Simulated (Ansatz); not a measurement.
System: sum formula SiBrCl, net charge -1, doublet state. 
Structure (B3LYP-D3(BJ)/def2-TZVP (Ansatz, a quantum-chemistry and plane-wave program) minimum search):
```
Si
Cl 1 2.2315
Br 1 2.4572 2 99.69
```
Charge -1, spin multiplicity 2.

Basis-set convergence of Hartree-Fock and CCSD correlation energies (hartree) with Ansatz. Correlated levels leave the core frozen unless marked. Open shells are spin-unrestricted. No spin-orbit coupling. Frozen are the shells of the preceding noble gas and the d and f shells that filled before the atom's block. No relativistic terms.

```tsv
basis	functions	E(HF)	E(corr, CCSD)
def2-SVPD	92	-3320.41637	-0.38526
def2-TZVPPD	156	___	___
```

Q: Fill in the missing entries.

A: 
- def2-TZVPPD, E(HF): -3320.97802
- def2-TZVPPD, E(corr, CCSD): -0.49022
